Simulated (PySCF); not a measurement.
# Correlation energy of F (fluorine, neutral)

[He] 2s2 2p5, 2P determinant. Computed with PySCF 2.14 in def2-TZVP, with no relativity, point nucleus. Frozen: 1s2; 7 electrons correlated.

MP2 pair energies summed by pair of shells (mhartree):

| pair | energy | share (%) |
| --- | --- | --- |
| 2p-2p | -121.89 | 61.6 |
| 2s-2p | -66.00 | 33.4 |
| 2s-2s | -9.90 | 5.0 |

Total MP2 correlation energy: -197.79 mhartree.

Same-spin part -47.88 and opposite-spin part -149.91 mhartree; SCS-MP2 scales them by 1/3 and 6/5 to -195.85 mhartree.

```tsv
level	correlation energy (mhartree)
CCSD	-209.82
(T)	-3.43
CCSD(T)	-213.25
```

Diagnostics: T1 = 0.0062, D1 = 0.0107, largest double amplitude 0.036.

Task: Is a single reference adequate?

Result: Yes: T1 lies below 0.03 and no double amplitude reaches 0.07.
